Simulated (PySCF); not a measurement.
**Question.** Give a PBE0-D3(BJ)/def2-SVP geometry of `CC(=O)[SiH]1CC1`.

**Answer.** 
```
atom  x, y, z in Å
C1     1.9591   -0.0089   -0.3232
C2     1.4219   -0.0491    1.0846
O3     2.1460   -0.1047    2.0537
Si4   -0.4736   -0.0224    1.3629
C5    -1.5731    0.7953    0.0893
C6    -1.5939   -0.7300    0.0415
H7     1.5508    0.8567   -0.8689
H8     1.6424   -0.9129   -0.8685
H9     3.0564    0.0420   -0.3001
H10   -0.8898   -0.0585    2.7844
H11   -2.4848    1.2927    0.4386
H12   -1.1120    1.3186   -0.7558
H13   -1.1388   -1.2105   -0.8318
H14   -2.5192   -1.2256    0.3556
```

Orientation and origin are arbitrary. Atoms count from 1 in this order. The 3-membered ring Si4–C5–C6 has internal angles of 48.1° to 66.0°. The 3 C–Si bonds span 1.871 Å (Si4–C5, drawn single) to 1.916 Å (C2–Si4, drawn single), a spread of 0.045 Å. Si4 (SiH silicon) has angles from 48.1° to 120.0°.

Bonds between heavy atoms (Å): C1–C2 1.507, C2=O3 1.211, C2–Si4 1.916, Si4–C5 1.871, C5–C6 1.526, Si4–C6 1.871.

Method: PBE0-D3(BJ)/def2-SVP geometry optimisation, gas phase (PySCF).

Point group: near Cs, missed by 0.15 Å at most; the miss may be what the optimiser left on a soft mode. No frequency check. The numbers are those of one conformer (C1–C2–Si4–C5 -27°).

Time: 68 s; peak memory 0.50 GiB. Hardware: one thread, Arm Neoverse V2 (aarch64), no GPU, on a shared host. This is the geometry optimisation.
